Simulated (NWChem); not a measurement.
System: CH6OSSi; SMILES [SiH2](SC)O

```xyz
10

Si    -0.4819    -0.9067    -0.2596
O      0.3904    -2.1720     0.3700
S      0.6903     0.8912    -0.1872
C     -0.5545     2.1055     0.3613
H     -1.7339    -0.6011     0.5039
H     -0.8202    -1.3399    -1.6405
H      0.8275    -2.0020     1.2106
H     -1.2849     2.3217    -0.4301
H     -1.0782     1.7696     1.2669
H     -0.0054     3.0285     0.5913
```
Atoms are numbered in this order, from 1.

Program: NWChem. Pople sets run with spherical d functions. Medium grid unless said otherwise, to which SCAN and Minnesota functionals are sensitive. Coordinates come from a PBE0/def2-SVP optimisation. Total energies of different functionals are on different scales.

| level | energy (Ha) | highest occupied level (eV) | orbital gap (eV) | dipole (D) |
|---|---|---|---|---|
| B3LYP/6-31G* | -804.6740 | -6.65 | 6.77 | 2.24 |
| PBE/6-31G* | -804.1667 | -5.67 | 5.09 | 2.20 |
| BP86/6-31G* | -804.7001 | -5.77 | 5.15 | 2.21 |
| LC-BLYP (range parameter 0.33 per bohr)/6-31G* | -803.9249 | -9.11 | 11.36 | 2.28 |
| MN15/6-31G* | -804.2348 | -7.62 | 8.54 | 2.28 |
| HCTH/407/6-31G* | -804.7053 | -5.85 | 5.18 | 2.19 |
| TPSSh/6-31G* | -804.6781 | -6.30 | 6.25 | 2.25 |
| r2SCAN/6-31G* | -804.5172 | -5.98 | 5.71 | 2.30 |
